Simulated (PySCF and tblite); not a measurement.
The numbers below are computed, except where a source is named.
C₈H₁₀N₂, numbered as in [CH3:1][C:2]([CH3:3])([CH3:4])/[C:5]([C:6]#[N:7])=[CH:8]/[C:9]#[N:10].

The ensemble was built from 60 distance-geometry starts (ETKDG and KDG, MMFF94s, GFN2-xTB) and rests on GFN2-xTB geometries. Free energies are PBE0-D3(BJ)/pcSseg-1 single points with GFN2-xTB rigid-rotor and vibrational terms (modes under about 100 cm⁻¹ blended into free rotors). Symmetry numbers and mirror images are counted. Conformers within 2.5 kcal/mol (GFN2-xTB free energy) were kept, 3 at most. Couplings: B3LYP/6-31G* with pcJ-1 on H (gas phase; spin-dipole term only for pairs with B, N, F, Si or P). Couplings are for ¹H. H–H couplings come out 0.1 to 0.9 Hz lower than with pcJ-1 on all atoms. Programs: PySCF with density fitting and tblite.

Torsions listed: C1–C2–C5–C8.

```tsv
conformer	shape	weight %
1	121°	96.3
2	-60°	3.7
```

Question: Give the couplings in each conformer and the averages at 298.15 K (pairs that fast motion interchanges averaged).

Answer: 
| coupling | pairs | 1 | 2 | average (Hz) |
| --- | --- | --- | --- | --- |
| ²J(H1,H1) | 9 | -14.1 | -14.0 | -14.1 |
